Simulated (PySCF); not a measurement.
Computed shifts of a molecule C₃H₇ClOSi, PBE0/pcSseg-1 (PySCF), GIAO, gas phase, atoms alike by connectivity averaged where their shifts nearly agree, in ppm (number of nuclei): ¹³C: 161.2 (1), 137.2 (1), -1.1 (1). ²⁹Si: -8.1 (1). ¹H: 6.54 (2), 5.15 (1), 1.65 (1), 0.71 (3). References: ¹³C against TMS (σ = 186.3 ppm); ³⁵Cl against HCl (σ = 945.9 ppm); ²⁹Si against TMS (σ = 352.7 ppm); ¹⁷O against H2O (σ = 334.2 ppm); ¹H against TMS (σ = 31.56 ppm), references at their B3LYP-D3(BJ)/def2-TZVP geometries, non-relativistic (without spin–orbit terms, shifts of atoms bonded to Cl or Br come out too high). Coordinates come from a TPSSh-D3(BJ)/def2-SVP optimisation. Other conformers were not sampled.

**Question.** Which structure fits?
A) C=C(Cl)[Si@@H](C)O
B) C=C(OC)[SiH2]Cl
C) C/C=C/[Si@H](O)Cl
D) O[C@H]1C[Si@@H](Cl)C1

**Answer.** A, C=C(Cl)[Si@@H](C)O
